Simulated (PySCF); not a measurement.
Electron correlation in Ca (calcium, neutral)

[Ar] 3d2, high-spin 3F determinant (an excited configuration). Computed with PySCF 2.14 in aug-cc-pVQZ-X2C, with scalar relativity by spin-free X2C-1e. Frozen: [Ar]; 2 electrons correlated.

With two correlated electrons CCSD is exact within the correlated space (frozen core and kept virtual orbitals).

```tsv
level	correlation energy (mhartree)
CCSD	-16.50
```

Diagnostics: T1 = 0.048, D1 = 0.0681, largest double amplitude 0.138.

T1 exceeds 0.03, a sign that the reference determinant is poor.

Cost of the coupled-cluster step: of the order of 15 core-seconds, for 2 correlated electrons.

Iterations:

```
CC2 = 0
CCSD nocc = (np.int64(2), np.int64(0)), nmo = (84, 84)
frozen orbitals [[0, 1, 2, 3, 4, 5, 6, 7, 8], [0, 1, 2, 3, 4, 5, 6, 7, 8]]
max_cycle = 100
direct = 0
conv_tol = 1e-08
conv_tol_normt = 1e-06
diis_space = 8
diis_start_cycle = 0
Init t2, MP2 energy = -0.00805094774366863
Init E_corr(UCCSD) = -0.00805094774429074
cycle = 1  E_corr(UCCSD) = -0.0116252855924904  dE = -0.00357433785  norm(t1,t2) = 0.0611135
cycle = 2  E_corr(UCCSD) = -0.0135101707591375  dE = -0.00188488517  norm(t1,t2) = 0.0389919
cycle = 3  E_corr(UCCSD) = -0.0163707743015091  dE = -0.00286060354  norm(t1,t2) = 0.0269593
cycle = 4  E_corr(UCCSD) = -0.0164083062745518  dE = -3.7531973e-05  norm(t1,t2) = 0.00958031
cycle = 5  E_corr(UCCSD) = -0.0165336493459958  dE = -0.000125343071  norm(t1,t2) = 0.00352997
cycle = 6  E_corr(UCCSD) = -0.0165046089191326  dE = 2.90404269e-05  norm(t1,t2) = 0.00118224
cycle = 7  E_corr(UCCSD) = -0.0164951799607381  dE = 9.42895839e-06  norm(t1,t2) = 0.000381461
cycle = 8  E_corr(UCCSD) = -0.0164898775432511  dE = 5.30241749e-06  norm(t1,t2) = 0.000580131
cycle = 9  E_corr(UCCSD) = -0.0165078875759669  dE = -1.80100327e-05  norm(t1,t2) = 0.00026201
cycle = 10  E_corr(UCCSD) = -0.0165032865495629  dE = 4.6010264e-06  norm(t1,t2) = 7.87617e-05
cycle = 11  E_corr(UCCSD) = -0.0165033638042694  dE = -7.72547065e-08  norm(t1,t2) = 1.87249e-05
cycle = 12  E_corr(UCCSD) = -0.0165034360215819  dE = -7.22173125e-08  norm(t1,t2) = 5.9762e-06
cycle = 13  E_corr(UCCSD) = -0.0165034926691465  dE = -5.66475646e-08  norm(t1,t2) = 1.65584e-06
cycle = 14  E_corr(UCCSD) = -0.0165034802081637  dE = 1.24609828e-08  norm(t1,t2) = 5.13777e-07
cycle = 15  E_corr(UCCSD) = -0.0165034780080441  dE = 2.20011957e-09  norm(t1,t2) = 2.85421e-07
UCCSD converged
E(UCCSD) = -679.4541778089661  E_corr = -0.01650347800804412
```
